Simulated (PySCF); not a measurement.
C₅H₁₄BN.
SMILES: `CN(BC(C)C)C`

Vertical excitations from PySCF (density fitting, frozen core in the response, grid level 2 and gas phase unless stated; continuum runs use non-equilibrium linear response for the excitations) on a GFN2-xTB geometry. Reference run:

```csv
settings,"S1, eV (f)","S2, eV (f)","S3, eV (f)","S4, eV (f)","S5, eV (f)","S6, eV (f)","T1, eV (Tamm–Dancoff)",mean α (au)
"PBE0/def2-SVPD, full TDDFT, 6 singlets",6.61 (0.001),6.69 (0.003),6.84 (0.240),7.33 (0.031),7.56 (0.034),7.67 (0.000),5.30,85.3
```

Task: What do these settings give: PBE0/def2-SVPD, IEF-PCM acetone, full TDDFT, 25 singlets?

Result: 
| settings | S1, eV (f) | S2, eV (f) | S3, eV (f) | S4, eV (f) | S5, eV (f) | S6, eV (f) | T1, eV (Tamm–Dancoff) | mean α (au) |
| --- | --- | --- | --- | --- | --- | --- | --- | --- |
| PBE0/def2-SVPD, IEF-PCM acetone, full TDDFT, 25 singlets | 6.59 (0.001) | 6.66 (0.292) | 6.69 (0.000) | 7.39 (0.042) | 7.53 (0.041) | 7.63 (0.000) | 5.15 | 113.2 |

S1 moves by -0.02 eV. States are counted by energy in each run and needn't keep their character from row to row.

Task: Which orbital pairs make up S1 in each run, and how does it sit against the orbital gap?

Result: 
```json
{"settings": "PBE0/def2-SVPD, full TDDFT, 6 singlets", "S1 configurations (weight)": "H−1→L 0.96", "S1 (eV)": "6.61", "orbital gap (eV)": "7.69", "S1 − gap (eV)": "-1.08"}
{"settings": "PBE0/def2-SVPD, IEF-PCM acetone, full TDDFT, 25 singlets", "S1 configurations (weight)": "H−1→L 0.96", "S1 (eV)": "6.59", "orbital gap (eV)": "7.55", "S1 − gap (eV)": "-0.96"}
```

Geometry: GFN2-xTB, one conformer.

Shape of the structure used: `[CH3:1][CH:2]([CH3:3])[BH:4][N:5]([CH3:6])[CH3:7]`: C1–C2–B4–N5 -63°, C2–B4–N5–C6 180°.
